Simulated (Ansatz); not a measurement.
Steps of a relaxation of C₃H₆F₂Si, SMILES `FC[Si]1(F)CC1` with RKS PBE-D4/def2-SVP.

```sh
$ ansatz run in.yaml --threads 4 --pin off --events-out ev --progress --plain --max-ram 10444MiB
```

```yaml
crystal:
  periodic: [false, false, false]
  atoms:
    - {symbol: F, position_ang: [0.261000, -2.101300, 1.259700]}
    - {symbol: C, position_ang: [0.695400, -1.635500, 0.045300]}
    - {symbol: Si, position_ang: [-0.509000, -0.413400, -0.712900]}
    - {symbol: F, position_ang: [0.070000, 0.004800, -2.184700]}
    - {symbol: C, position_ang: [0.171300, 1.525400, 0.333400]}
    - {symbol: C, position_ang: [-1.161400, 0.947700, 0.205300]}
    - {symbol: H, position_ang: [1.715500, -1.199500, 0.225200]}
    - {symbol: H, position_ang: [0.856600, -2.498400, -0.594500]}
    - {symbol: H, position_ang: [0.870200, 1.111100, 1.100400]}
    - {symbol: H, position_ang: [0.644400, 1.989200, -0.490400]}
    - {symbol: H, position_ang: [-1.666100, 0.667500, 1.165400]}
    - {symbol: H, position_ang: [-1.870700, 1.547300, -0.318300]}
basis:
  gaussian: {orbitals: def2-SVP}
hamiltonian: {xc: pbe, dispersion: d4}
relax: {f_tol: 0.03, max_steps: 200}
```

Positions (Å) and forces (eV/Å) along the path, 11 of 13 steps:

```xyz
12
step=1 energy=-16496.4383 eV
F     0.261   -2.101    1.260   -0.686   -0.081    0.811
C     0.695   -1.635    0.045    1.548    0.317    0.623
Si   -0.509   -0.413   -0.713    0.593   -1.373   -1.076
F     0.070    0.005   -2.185    0.127   -0.031   -0.699
C     0.171    1.525    0.333    0.114   -2.147    1.346
C    -1.161    0.948    0.205   -1.027    2.125    2.901
H     1.716   -1.200    0.225   -0.226   -0.027   -0.300
H     0.857   -2.498   -0.595    0.033   -0.572   -0.857
H     0.870    1.111    1.100   -0.411    0.381   -0.127
H     0.644    1.989   -0.490    0.588    0.912   -1.306
H    -1.666    0.667    1.165    0.316   -0.190   -0.339
H    -1.871    1.547   -0.318   -0.970    0.686   -0.978
12
step=2 energy=-16496.8769 eV
F     0.298   -2.026    1.289   -0.103    0.052    0.201
C     0.754   -1.624    0.043    0.635   -0.099    0.151
Si   -0.508   -0.423   -0.718    0.618   -0.440   -0.570
F    -0.030   -0.082   -2.261    0.023    0.009   -0.160
C     0.196    1.432    0.357    0.062   -1.365    0.207
C    -1.194    0.988    0.212   -0.558    1.555    1.485
H     1.783   -1.196    0.151   -0.232   -0.063   -0.034
H     0.850   -2.510   -0.615   -0.018   -0.153   -0.165
H     0.806    1.117    1.243   -0.420    0.229   -0.450
H     0.712    1.966   -0.444    0.011    0.277   -0.167
H    -1.712    0.682    1.147    0.133   -0.070   -0.170
H    -1.878    1.620   -0.369   -0.151    0.067   -0.328
12
step=3 energy=-16497.2815 eV
F     0.456   -1.990    1.359    0.086    0.173   -0.308
C     0.823   -1.671    0.048   -0.300   -0.486    0.064
Si   -0.392   -0.347   -0.654    0.883    0.982   -0.132
F    -0.037   -0.035   -2.253   -0.207   -0.323    0.190
C     0.179    1.282    0.309    0.835   -0.133   -0.596
C    -1.274    1.091    0.243   -0.941   -0.705    0.277
H     1.885   -1.328    0.040   -0.203    0.124   -0.035
H     0.764   -2.583   -0.592    0.038   -0.024    0.122
H     0.758    1.036    1.211   -0.236    0.136    0.278
H     0.644    2.041   -0.346   -0.063    0.016    0.072
H    -1.837    0.783    1.143   -0.012    0.136   -0.009
H    -1.891    1.664   -0.473    0.121    0.103    0.077
12
step=4 energy=-16497.4171 eV
F     0.522   -1.949    1.384    0.178    0.100   -0.660
C     0.840   -1.740    0.027   -0.575   -0.369    0.029
Si   -0.219   -0.255   -0.619   -0.143   -0.433   -1.481
F    -0.064   -0.060   -2.293   -0.153   -0.395    1.040
C     0.190    1.221    0.276    2.041    3.159    0.429
C    -1.304    1.102    0.257   -1.102   -1.544   -0.814
H     1.911   -1.426   -0.055   -0.194   -0.102    0.002
H     0.689   -2.686   -0.571    0.084    0.355    0.389
H     0.690    1.111    1.260   -0.135    0.007   -0.007
H     0.589    2.151   -0.263   -0.263   -0.919    0.562
H    -1.884    0.812    1.148    0.024    0.205    0.097
H    -1.883    1.663   -0.516    0.237   -0.065    0.414
12
step=5 energy=-16497.7922 eV
F     0.463   -1.926    1.366    0.128    0.047   -0.469
C     0.800   -1.786    0.009   -0.147   -0.007    0.062
Si   -0.086   -0.202   -0.643   -0.104    0.565   -0.514
F     0.011   -0.074   -2.315   -0.075   -0.275    0.872
C     0.219    1.365    0.278    0.712    1.137   -0.105
C    -1.284    0.998    0.241   -0.152   -0.896   -0.779
H     1.903   -1.591   -0.076   -0.285   -0.158    0.031
H     0.564   -2.734   -0.551    0.024    0.388    0.220
H     0.697    1.302    1.276   -0.043   -0.021   -0.048
H     0.517    2.329   -0.245   -0.262   -0.789    0.396
H    -1.806    0.690    1.164    0.050    0.142    0.019
H    -1.920    1.576   -0.470    0.153   -0.134    0.316
12
step=7 energy=-16497.9363 eV rejected
F     0.512   -1.790    1.387   -0.024   -0.072   -0.092
C     0.763   -1.760    0.017   -0.029    0.230   -0.129
Si    0.069   -0.117   -0.668    0.253    0.069    0.024
F     0.218   -0.112   -2.304   -0.086   -0.048   -0.068
C     0.216    1.452    0.286    0.221    0.134   -0.095
C    -1.228    0.864    0.200   -0.330   -0.187   -0.042
H     1.864   -1.851   -0.160   -0.164    0.014   -0.013
H     0.263   -2.610   -0.505    0.059   -0.064    0.171
H     0.716    1.408    1.265    0.037    0.131    0.146
H     0.266    2.437   -0.209    0.391    0.002    0.047
H    -1.697    0.514    1.133   -0.108   -0.056    0.036
H    -1.885    1.509   -0.407   -0.219   -0.153    0.015
12
step=8 energy=-16497.9619 eV
F     0.487   -1.890    1.384   -0.135    0.306   -0.163
C     0.746   -1.743    0.020    0.381   -0.446    0.028
Si    0.068   -0.104   -0.666   -0.058    0.086    0.163
F     0.145   -0.107   -2.313    0.037   -0.057    0.195
C     0.230    1.472    0.282   -0.010   -0.026   -0.082
C    -1.239    0.871    0.193    0.008    0.093   -0.053
H     1.858   -1.788   -0.121   -0.232    0.005   -0.094
H     0.314   -2.622   -0.520    0.041    0.144   -0.034
H     0.699    1.439    1.284   -0.012    0.014   -0.043
H     0.402    2.440   -0.229   -0.065   -0.094    0.064
H    -1.687    0.520    1.142    0.014    0.015   -0.069
H    -1.947    1.459   -0.422    0.031   -0.039    0.087
12
step=10 energy=-16497.9869 eV
F     0.504   -1.781    1.377    0.016    0.001   -0.022
C     0.754   -1.749    0.005   -0.024    0.009    0.022
Si    0.091   -0.099   -0.662    0.033   -0.031    0.007
F     0.202   -0.108   -2.302   -0.006    0.029   -0.015
C     0.226    1.471    0.291   -0.001   -0.015    0.029
C    -1.233    0.854    0.191   -0.003    0.024   -0.038
H     1.848   -1.854   -0.175   -0.004    0.000   -0.004
H     0.253   -2.611   -0.492   -0.003   -0.010    0.020
H     0.687    1.450    1.295    0.002    0.008   -0.001
H     0.373    2.440   -0.215    0.006    0.005   -0.010
H    -1.681    0.487    1.131    0.004   -0.013    0.002
H    -1.947    1.444   -0.411   -0.019   -0.007    0.010
12
step=11 energy=-16497.9890 eV
F     0.545   -1.742    1.386    0.001   -0.001   -0.029
C     0.750   -1.748    0.006    0.007   -0.020   -0.009
Si    0.101   -0.095   -0.669    0.048    0.003    0.002
F     0.227   -0.086   -2.309   -0.003    0.006    0.012
C     0.222    1.470    0.298    0.009   -0.036    0.002
C    -1.232    0.847    0.180   -0.051    0.049    0.002
H     1.835   -1.884   -0.208   -0.028    0.006   -0.002
H     0.212   -2.610   -0.453    0.013    0.019    0.034
H     0.675    1.450    1.305    0.000    0.001    0.000
H     0.370    2.441   -0.206    0.002   -0.001   -0.014
H    -1.676    0.464    1.116    0.000   -0.012   -0.006
H    -1.952    1.439   -0.412    0.002   -0.013    0.010
12
step=12 energy=-16497.9806 eV rejected
F     0.593   -1.713    1.389    0.016   -0.005    0.087
C     0.749   -1.749    0.005   -0.046    0.053   -0.014
Si    0.109   -0.092   -0.663   -0.191    0.044   -0.006
F     0.237   -0.058   -2.301    0.041   -0.015   -0.043
C     0.230    1.464    0.307   -0.179    0.195    0.001
C    -1.237    0.865    0.179    0.181   -0.435   -0.029
H     1.820   -1.906   -0.248    0.068   -0.017   -0.007
H     0.179   -2.608   -0.410   -0.026   -0.044   -0.043
H     0.668    1.453    1.319    0.019   -0.002    0.053
H     0.387    2.433   -0.203    0.013   -0.068    0.028
H    -1.695    0.434    1.090    0.095    0.136   -0.009
H    -1.965    1.423   -0.430    0.010    0.158   -0.019
12
step=13 energy=-16497.9898 eV
F     0.570   -1.730    1.388    0.002    0.002   -0.005
C     0.749   -1.748    0.005    0.001   -0.006   -0.001
Si    0.105   -0.094   -0.668    0.005   -0.005   -0.003
F     0.240   -0.076   -2.307    0.002    0.003    0.005
C     0.220    1.467    0.303    0.003   -0.002    0.001
C    -1.235    0.847    0.176   -0.009    0.011   -0.004
H     1.828   -1.895   -0.229   -0.006    0.001   -0.002
H     0.195   -2.609   -0.434    0.001   -0.002    0.007
H     0.666    1.452    1.313    0.003    0.004   -0.002
H     0.373    2.434   -0.208   -0.002   -0.001    0.006
H    -1.681    0.456    1.108    0.003   -0.001   -0.003
H    -1.954    1.441   -0.414   -0.004   -0.003    0.002
```

It took 17 s on 4 threads of an AMD EPYC 7B13 on a shared host, with 0.18 GiB of host memory at the peak.
